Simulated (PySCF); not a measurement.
Spinor energies of Eu⁵⁰⁺ (europium, charge +50)

Start: [Ne] 3s2 3p1; 3p3/2 filled at m_j = +3/2. Calculated with PySCF 2.14 in an uncontracted even-tempered set (18 s from 13 bohr⁻², ratio 2.4; 14 p from 17 bohr⁻², ratio 2.4; 4 d from 57 bohr⁻², ratio 2.6; 4 f from 86 bohr⁻², ratio 2.6): generalised Hartree-Fock with the X2C-1e Hamiltonian and a Gaussian nucleus; one run each with spin-orbit coupling (SO) screened by Boettger's factors, then bare. This is a chosen level, not necessarily the ground level.

| spinor shell | electrons | ε, screened SO (eV) | ε, bare SO (eV) | weight of nominal j (bare SO) | rms radius, bare SO (bohr) |
| --- | --- | --- | --- | --- | --- |
| 1s1/2 | 2 | -52377.3 | -52377.0 | 1.000 | 0.0254 |
| 2s1/2 | 2 | -11541.7 | -11541.6 | 1.000 | 0.101 |
| 2p1/2 | 2 | -11145.6 | -11163.1 | 1.000 | 0.0863 |
| 2p3/2 | 4 | -10476.7 | -10470.4 | 1.000 | 0.0924 |
| 3s1/2 | 2 | -4635.4 | -4635.4 | 1.000 | 0.242 |
| 3p3/2 | 1 | -4344.7 | -4343.1 | 1.000 | 0.239 |

| quantity | screened SO | bare SO |
| --- | --- | --- |
| E (hartree) | -8282.96319 | -8283.27707 |
| M_J | 3/2 | 3/2 |
| ⟨J²⟩ | 3.750 | 3.750 |
| ⟨L²⟩ | 2.015 | 2.016 |
| ⟨S²⟩ | 0.765 | 0.766 |

Each row is a mean over spinors that exchange with the open shell spreads, by up to 23.515 eV (3s1/2).

Breit and QED terms are absent; they matter most for the inner s and p1/2 levels.

Densities and radii are taken from the X2C orbitals without a picture-change correction, which distorts them close to the nucleus.
